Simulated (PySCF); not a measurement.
A calculated (MN15, PySCF 2.14, jorge-DZP-DKH, scalar relativity by spin-free X2C-1e) atom or ion has these occupied shells.

| shell | electrons | orbital energy (eV) | rms radius, mean of both spins (bohr) |
| --- | --- | --- | --- |
| 1s α | 1 | -405.30 | 0.267 |
| 1s β | 1 | -404.45 | 0.267 |
| 2s α | 1 | -36.657 | 1.38 |
| 2s β | 1 | -32.966 | 1.38 |
| 2p α | 2 | -24.879 | 1.40 |

Problem. Name the element and its charge.

Solution. N⁺ (nitrogen, charge +1), in [He] 2s2 2p2, high-spin 3P determinant.
